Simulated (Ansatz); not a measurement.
`C[SiH2][SnH2][F]` + CH₃NH₂ → `C[NH][SnH2][F]` + `C[SiH3]`  (cleavage of the Sn–Si bond)

Program: Ansatz. Geometries: PBE0-D4/def2-TZVP. ΔE: electronic, gas phase. CBS: MP2 limit from def2 TZ/QZ plus the TZ coupled-cluster correction, frozen cores. This one scheme is used for every species. DFT in def2-TZVPP. B3LYP here is the variant with VWN-RPA as its local correlation; programs differ in this. Elements past krypton have def2 core potentials. For Sn outer-core shells are correlated without core-valence functions, which leaves a few kJ/mol of doubt a bond. One conformer a species, not always the lowest.

```csv
species,B3LYP-D4 energy (Eh)
`C[SiH2][SnH2][F]`,-646.17071
CH₃NH₂,-95.90760
`C[NH][SnH2][F]`,-410.80072
`C[SiH3]`,-331.26810
```

Task: Work out ΔE.

Result: ΔE = (-410.80072) + (-331.26810) − (-646.17071) − (-95.90760) = 0.00949 Eh = +24.9 kJ/mol. CCSD(T)/CBS gives +20.0 kJ/mol.

Largest T1 diagnostic among the species: 0.013.
